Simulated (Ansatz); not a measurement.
Gas-phase electronic energies from Ansatz, PBE0-D4/def2-TZVP geometries. CBS: MP2 limit from def2 TZ/QZ plus the TZ coupled-cluster correction, frozen cores. Functionals use def2-TZVPP. B3LYP here is the variant with VWN-RPA as its local correlation; programs differ in this. One conformer a species, not always the lowest.

Reaction (isomerisation): `C=C1O[SiH]1N` → `O[SiH2]C1=NC1`

Problem. Is it downhill or uphill in electronic energy at CCSD(T)/CBS, and by how much? (An estimate is asked.)

Solution. The calculation gave: Uphill: ΔE = +69.9 kJ/mol.

Problem. What do these levels give: PBE-D4, PBE0-D4, B3LYP-D4, ωB97X-V, B2PLYP, PBE0, B3LYP, HF/def2-TZVPP, CCSD(T)/def2-TZVPP, SCS-MP2/def2-QZVPP, HF/CBS(def2), MP2/CBS(def2)? (An estimate is asked.)

Solution. Ansatz gave: PBE-D4 79.5, PBE0-D4 75.8, B3LYP-D4 77.3, ωB97X-V 66.9, B2PLYP 72.1, PBE0 75.3, B3LYP 76.2, HF/def2-TZVPP 54.4, CCSD(T)/def2-TZVPP 63.4, SCS-MP2/def2-QZVPP 61.1, HF/CBS(def2) 55.9, MP2/CBS(def2) 69.6 kJ/mol.

Largest T1 diagnostic among the species: 0.014.

From PBE to PBE0 (25 % exact exchange), in def2-TZVPP and without D4, ΔE moves by −3.6 kJ/mol. In def2-TZVPP, CCSD(T) changes the Hartree–Fock value by +9.0 kJ/mol (the triples alone add +1.4 kJ/mol) and MP2 by +8.7 kJ/mol.
